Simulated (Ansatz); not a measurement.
Cost and result for the atomization energy of `B1O[SiH2]S1` (7 atoms, 7 bonds).

Total charge 0; spin multiplicity 1. The geometry is a stationary point of PBE0-D4/def2-TZVP. Program: Ansatz. All runs use 2 threads of an Intel Xeon 6975P-C on a shared host. Times are those of one run each, without the atoms' runs, and a repeat can differ threefold. Electronic energies, without spin–orbit coupling; frozen cores. CCSD(T)/CBS adds CCSD(T) − MP2 in def2-TZVPP to the MP2 limit, and its time is that of the two runs behind it. T1 = 0.014. B3LYP takes the VWN-RPA correlation (the form of Gaussian; ORCA's B3LYP/G).

CCSD(T)/CBS is a level of theory with its own doubt, some kJ/mol a heavy atom from the limit and from the frozen cores, so smaller differences don't rank the functionals.

```json
{"level": "CCSD(T)/def2-SVP", "functions": "79", "wall time": "1 s"}
{"level": "revPBE-D4/def2-TZVPP", "functions": "188", "wall time": "1.1 s"}
{"level": "BLYP-D4/def2-TZVPP", "functions": "188", "wall time": "1.2 s"}
{"level": "PBE-D4/def2-TZVPP (with forces)", "functions": "188", "wall time": "1.4 s"}
{"level": "BHLYP-D4/def2-TZVPP", "functions": "188", "wall time": "1.6 s"}
{"level": "B3LYP-D4/def2-TZVPP (with forces)", "functions": "188", "wall time": "2.2 s"}
{"level": "r2SCAN-D4/def2-TZVPP (with forces)", "functions": "188", "wall time": "2.4 s"}
{"level": "r2SCANh-D4/def2-TZVPP", "functions": "188", "wall time": "2.4 s"}
{"level": "PBE-QIDH/def2-TZVPP", "functions": "188", "wall time": "2.8 s"}
{"level": "ωB97M-V/def2-TZVPP (with forces)", "functions": "188", "wall time": "5.5 s"}
{"level": "MP2/def2-QZVPP", "functions": "344", "wall time": "9 s"}
{"level": "CCSD(T)/def2-TZVPP", "functions": "188", "wall time": "14 s"}
{"level": "CCSD(T)/CBS(def2)", "functions": "–", "wall time": "23 s"}
```

**Question.** What atomization energy does each give, and how far from CCSD(T)/CBS? (Estimate.)

**Answer.** The calculation gave: 
```
                             level  atomization (kJ/mol)  difference from CCSD(T)/CBS  per bond
                  CCSD(T)/def2-SVP                2470.5                       -190.2     -27.2
              revPBE-D4/def2-TZVPP                2633.5                        -27.2      -3.9
                BLYP-D4/def2-TZVPP                2637.3                        -23.4      -3.3
   PBE-D4/def2-TZVPP (with forces)                2699.4                         38.7       5.5
               BHLYP-D4/def2-TZVPP                2580.2                        -80.5     -11.5
 B3LYP-D4/def2-TZVPP (with forces)                2645.2                        -15.5      -2.2
r2SCAN-D4/def2-TZVPP (with forces)                2687.2                         26.5       3.8
             r2SCANh-D4/def2-TZVPP                2668.0                          7.3       1.0
               PBE-QIDH/def2-TZVPP                2652.8                         -7.9      -1.1
  ωB97M-V/def2-TZVPP (with forces)                2681.7                         21.0       3.0
                    MP2/def2-QZVPP                2703.8                         43.1       6.2
                CCSD(T)/def2-TZVPP                2580.8                        -79.9     -11.4
                 CCSD(T)/CBS(def2)                2660.7                          0.0       0.0
```

From r2SCAN to r2SCAN0 (25 % exact exchange), in def2-TZVPP and without D4, the atomization energy moves by −47.3 kJ/mol: exact exchange takes away binding that semilocal exchange gives to molecules. In def2-TZVPP, CCSD(T) changes the Hartree–Fock value by +607.1 kJ/mol (the triples alone add +46.2 kJ/mol) and MP2 by +682.4 kJ/mol; breaking electron pairs costs correlation energy, which Hartree–Fock lacks. At CCSD(T), def2-SVP lies −190.2 kJ/mol from the extrapolated value and def2-TZVPP −79.9 kJ/mol: correlation converges slowly with the basis, and small sets miss more of it in the bonded molecule than in its fragments.
